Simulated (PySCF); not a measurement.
Ge(Vi)(OH)(OMe)2, SMILES C=[CH][Ge]([OH])([O]C)[O]C (C₄H₁₀GeO₃) (GFN2-xTB optimised geometry):

```
18

C     -1.800    -3.065     2.074
C     -2.293    -1.959     1.547
Ge    -1.500    -1.023     0.000
O     -2.131     0.596     0.000
O     -1.885    -1.621    -1.609
C     -1.338    -2.774    -2.219
O      0.284    -1.023     0.000
C      1.106    -0.560     1.048
H     -2.261    -3.549     2.922
H     -0.910    -3.532     1.681
H     -3.183    -1.499     1.950
H     -2.137     1.023    -0.856
H     -1.763    -3.684    -1.788
H     -1.601    -2.722    -3.276
H     -0.253    -2.801    -2.116
H      0.903     0.487     1.284
H      2.137    -0.657     0.704
H      0.972    -1.154     1.956
```

Level of theory: PBE0/def2-SVP (PySCF).

Question: What are the frontier orbital energies and the dipole moment?

Answer: HOMO-2 -8.09 eV, HOMO-1 -7.71 eV, HOMO -7.67 eV, LUMO -0.52 eV, LUMO+1 1.03 eV; dipole moment 1.55 D.

On the same geometry PySCF 2.14.0 with PBE/def2-SVP gives HOMO-2 -6.47 eV, HOMO-1 -6.08 eV, HOMO -5.99 eV, LUMO -1.49 eV, LUMO+1 0.00 eV; dipole moment 1.32 D.

Meta-Löwdin charges at PBE0/def2-SVP: C1 -0.19, C2 -0.31, Ge3 1.26, O4 -0.69, O5 -0.59, C6 -0.08, O7 -0.60, C8 -0.07, H9 0.11, H10 0.11, H11 0.12, H12 0.33, H13 0.09, H14 0.11, H15 0.10, H16 0.09, H17 0.11, H18 0.09.
